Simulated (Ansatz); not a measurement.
The cluster ZnBr₂⁻. The state is a doublet with charge -1. Geometry PBE-D4/def2-TZVPD; atoms count from 1.

```xyz
3

Zn    1.177   -0.352   -1.457
Br   -0.157   -1.053    1.376
Br   -1.020    1.405    0.081
```

In the doublet, Br2 and Br3 lie 2.91 Å apart (atoms count from 1), so these atoms are partly bonded to each other. Another isomer (doublet) lies 1.95 eV lower at PBE0-D4/def2-TZVPD; other spin states weren't run for this one.

Q: Estimate the Mulliken populations from the PBE0/def2-TZVPD orbitals of Ansatz.

A: 
| atom | charge (e) | spin (α − β) | d electrons |
| --- | --- | --- | --- |
| Zn1 | -0.11 | -0.01 | 10.02 |
| Br2 | -0.45 | 0.50 | – |
| Br3 | -0.45 | 0.50 | – |
Mulliken values depend strongly on the basis. With diffuse functions, as here, like atoms can get unlike values, and bond orders can come out too low or too high.

Q: Where does the spin sit?

A: Summed by element: Zn -0.01, Br 1.01, of 1 unpaired in all. Largest on single atoms: Br2 0.50, Br3 0.50, Zn1 -0.01.

Q: And the Mayer bond orders between heavy atoms (over 0.3)?

A: Br2–Br3 0.48 (2.91 Å).
